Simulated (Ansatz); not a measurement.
Reaction (substitution at a C–Si bond): `[SiH3][CH2][SnH3]` + HCl → `Cl[CH2][SnH3]` + SiH₄

Isolated molecules relaxed with PBE0-D4/def2-TZVP in Ansatz; ΔE leaves out vibrations. CCSD(T)/CBS adds triple-zeta CCSD(T) − MP2 to the extrapolated MP2 energy (def2 sets, frozen cores). This one scheme is used for every species. Functionals use def2-TZVPP. B3LYP here is the variant with VWN-RPA as its local correlation; programs differ in this. HSE06 is defined as in plane-wave codes. Elements past krypton have def2 core potentials. For Sn outer-core shells are correlated without core-valence functions, which leaves a few kJ/mol of doubt a bond.

```tsv
level	ΔE (kcal/mol)	difference from CCSD(T)/CBS
r2SCAN-D4	18.9	-0.7
PBE0-D4	19.0	-0.6
BHLYP-D4	18.6	-1.0
ωB97M-V	18.8	-0.8
r2SCAN	18.7	-0.9
B3LYP	16.6	-3.0
r2SCANh	18.9	-0.7
HSE06	18.3	-1.3
BHLYP	17.5	-2.1
RPA@PBE/def2-TZVPP	18.1	-1.5
MP2/def2-SVP	20.0	0.4
MP2/def2-TZVPP	20.5	0.9
CCSD/def2-TZVPP	19.6	0.0
CCSD(T)/def2-TZVPP	19.6	0.0
SCS-MP2/def2-QZVPP	19.0	-0.6
HF/CBS(def2)	16.9	-2.7
CCSD(T)/CBS	19.6	0
```

Largest T1 diagnostic among the species: 0.012.

In def2-TZVPP, CCSD(T) changes the Hartree–Fock value by +2.8 kcal/mol (the triples alone add +0.0 kcal/mol) and MP2 by +3.6 kcal/mol. From BLYP to BHLYP (50 % exact exchange), in def2-TZVPP and without D4, ΔE moves by +2.2 kcal/mol.

CCSD(T)/CBS has its own doubt, a few kJ/mol and more with outer-core shells, so smaller differences from it don't rank the levels.
